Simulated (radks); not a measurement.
Spherical jellium clusters: N electrons in a uniform positive sphere of charge N and radius rs N^(1/3), rs = 4.46 bohr. Level of theory: non-relativistic Kohn-Sham, LDA (Slater exchange, Perdew-Wang correlation), spin-polarised, spherical densities (a radial shooting solver with Libxc functionals). Levels are named by radial order and angular momentum (1s, 1p, 1d, 2s, ...), and open shells are averaged over m. Each electron was tried in the lowest free levels, single moves between levels near the top were tried too, and the lowest total energy was kept; such a search can miss a lower state. Energies include the self-energy of the background; IP and EA are vertical (highest electron removed, lowest free level filled), at fixed background; spill-out counts the electrons outside the background radius R, and alpha is the static dipole polarisability from linear response (closed shells only). A dash means not computed or, for alpha, an open shell; in EA it means that no bound solution was reached, which is typical of self-interaction and does not show that the anion is unstable. Real open-shell clusters deform, which this model forbids.

N,open shells,2S,E(N+1) + E(N-1) - 2E(N) (eV),IP (eV),EA (eV),alpha/R^3
1,"1s(up 1, down 0)",1,-,-,-,-
2,none,0,0.918,4.849,-,1.547
3,"1p(up 1, down 0)",1,-0.566,3.592,-,-
4,"1p(up 2, down 0)",2,-0.384,4.049,-,-
5,"1p(up 3, down 0)",3,0.279,4.297,-,-
6,"1p(up 3, down 1)",2,-0.313,3.901,-,-
7,"1p(up 3, down 2)",1,-0.225,4.142,1.504,-
8,none,0,0.986,4.297,-,1.378
9,"1d(up 1, down 0)",1,-0.228,3.249,-,-
10,"1d(up 2, down 0)",2,-0.193,3.454,-,-
11,"1d(up 3, down 0)",3,-0.163,3.614,1.301,-
12,"1d(up 4, down 0)",4,-0.139,3.741,1.457,-
13,"1d(up 5, down 0)",5,0.301,3.844,1.187,-
14,"1d(up 5, down 1)",4,-0.150,3.509,1.361,-
15,"1d(up 5, down 2)",3,-0.128,3.637,1.507,-
16,"1d(up 5, down 3)",2,-0.111,3.742,1.633,-
17,"1d(up 5, down 4)",1,-0.097,3.829,1.743,-
18,none,0,0.192,3.903,1.589,1.289
19,"2s(up 1, down 0)",1,0.195,3.688,1.448,-
20,none,0,0.283,3.490,1.179,1.317
21,"1f(up 1, down 0)",1,-0.104,3.219,1.293,-
22,"1f(up 2, down 0)",2,-0.095,3.306,1.396,-
23,"1f(up 3, down 0)",3,-0.086,3.384,1.489,-
24,"1f(up 4, down 0)",4,-0.079,3.453,1.573,-
25,"1f(up 5, down 0)",5,-0.073,3.515,1.651,-
26,"1f(up 6, down 0)",6,-0.067,3.571,1.722,-
27,"1f(up 7, down 0)",7,0.261,3.621,1.471,-
28,"1f(up 7, down 1)",6,-0.077,3.344,1.556,-
29,"1f(up 7, down 2)",5,-0.070,3.410,1.634,-
30,"1f(up 7, down 3)",4,-,3.469,1.706,-

All shells are closed at N = 2, 8, 18, 20 (there: 1s2 1p6 1d10 2s2); the second difference of the energy has clear peaks (12 % above both neighbours; the first and last values, which can be the largest, are not judged, and half-filled shells can peak too) at N = 5, 8, 13, 20, 27.
